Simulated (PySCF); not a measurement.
# SbSF₃, singlet: molecular constants

All numbers come from PBE0 in PySCF with Sb def2-SVP with ECP28, S def2-SVP, F def2-SVP; scalar-relativistic core potentials, no spin–orbit coupling; density-fitted integrals.

The structure is a saddle point with 1 imaginary mode.

Z-matrix (Å, degrees; charge 0 multiplicity 1):
```
Sb
S  1 2.2128
F  1 1.9313 2 99.13
F  1 1.9075 3 80.87 2 180.00
F  1 1.9313 2 99.13 3 180.00
```

```
Point group                                                                   : C2v
Bond lengths                                                                  : Sb–F 1.907 Å, Sb–F 1.931 Å (×2), Sb–S 2.213 Å
Bond angles                                                                   : F–Sb–F 80.9° (×2), F–Sb–F 161.7°, F–Sb–S 99.1° (×2), F–Sb–S 180.0°
Rotational constants                                                          : 0.122, 0.07434, 0.0462 cm⁻¹
Zero-point energy (real modes)                                                : 19.9 kJ/mol
Dipole moment                                                                 : 0.89 D
Principal polarisabilities                                                    : 29.2, 41.1, 72.4 bohr³
Lowest empty level                                                            : -4.62 eV
Atomisation energy without zero-point energy                                  : 1202 kJ/mol
Highest occupied level                                                        : -8.27 eV
Principal quadrupole moments (Buckingham, traceless) about the centre of mass : -9.55, -1.93, 11.48 D Å
```

Harmonic modes (masses in u: Sb 120.904, S 31.972, F 18.998):
```csv
symmetry,ω (cm⁻¹),IR (km/mol),μ (u),type
b1,139i,–,19.64,bend
b1,152,18.5,32.20,bend
b2,188,8.3,27.88,bend
a1,257,27.9,21.69,bend
b2,328,9.4,19.63,bend
a1,471,3.5,32.77,stretch
a1,596,2.8,19.04,stretch
b2,663,106,23.44,stretch
a1,678,68.3,22.48,stretch
```

In C2v the vibrations span 2b1 + 3b2 + 4a1. Here b1 is antisymmetric to the molecular plane and b2 lies in it.

Charges (e):
```
atom  Mulliken  Löwdin  polar tensor  Mayer order to Sb1
 Sb1      1.28    0.95          1.80                   –
  S2     -0.17   -0.08         -0.27                1.76
F3,5     -0.38   -0.30         -0.52                0.87
  F4     -0.35   -0.27         -0.49                0.86
```

Mulliken populations on Sb1 (electrons outside its core potential): s 3.37, p 7.82, d 10.54.

This need not be the most stable arrangement of these atoms. At this level a singlet minimum of C3v symmetry lies 152 kJ/mol below this structure.

The final relaxation and frequency run took of the order of 110 core-seconds on a shared host.
